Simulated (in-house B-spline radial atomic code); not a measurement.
The numbers below are computed, except where a source is named.
## Two electrons in Ge: a spherical dot of radius 19.3 nm with hard walls with a doubly ionised double donor at its centre

For Ge the NSM archive of the Ioffe Institute lists m_l = 1.6 m0, m_t = 0.08 m0 and ε = 16.2; the model takes one isotropic valley with the conductivity mass 3/(1/m_l + 2/m_t) = 0.117 m0, and so misses anisotropy and the other valleys. All triplets below are those of one valley; with several valleys two electrons can form a triplet in the 1s orbital itself, at an energy set by the valley splitting. Real donors also feel a central-cell potential, which shifts the ground state; some double donors stay shallow and helium-like, others are deep centres that this model can't describe.

Effective-mass model with parabolic bands, a uniform dielectric constant, no image charges, no central-cell or spin-orbit terms. Two-electron levels come from full CI in B-splines with partial waves to l = 5 (up to 0.001 effective hartree above the limit).

(1) What are the effective units, and what is the potential in them?

In these units the lowest s and p orbitals lie at -1.9905 and -0.0536, and their Coulomb and exchange integrals are J_ss = 1.2778, J_sp = 0.7733 and K_sp = 0.09987. Full CI gives -2.8319 for the ground singlet, -1.3926 for the sp triplet, -1.2324 for the sp singlet and -0.9561 for the lowest triplet of two s orbitals.

(2) What does it cost to add the second electron, to first order and exactly?

(3) How far above the singlet do the triplets lie?

## Answers

(1) Ha* = 27211.386 meV × 0.117/16.2² = 12.13 meV and a* = 0.0529177 nm × 16.2/0.117 = 7.327 nm. The radius is R = 2.63 a*, with −2/r added.

(2) To first order E = 2ε_s + J_ss = -2.7032, so the charging energy E(2) − 2E(1) is J_ss = 15.5 meV. CI gives -2.8319 − 2 × (-1.9905) = 1.1491, or 13.94 meV: relaxation and correlation lower it by 1.561 meV, 10.1 % of J_ss. The s² configuration of one-electron orbitals holds 96.0 % of the state, and the mean radius is 6.12 nm.

(3) To first order the sp triplet lies at ε_s + ε_p + J_sp − K_sp = -1.3707, which is 16.16 meV above 2ε_s + J_ss. CI gives -1.3926 − (-2.8319) = 1.4393, or 17.46 meV, 74 % of the orbital spacing of 23.5 meV. The ss triplet lies 22.76 meV up, so the lower of the two is the sp one, and its gap equals k_BT at 203 K. The sp singlet-triplet splitting is 1.943 meV, against 2K_sp = 2.423 meV.
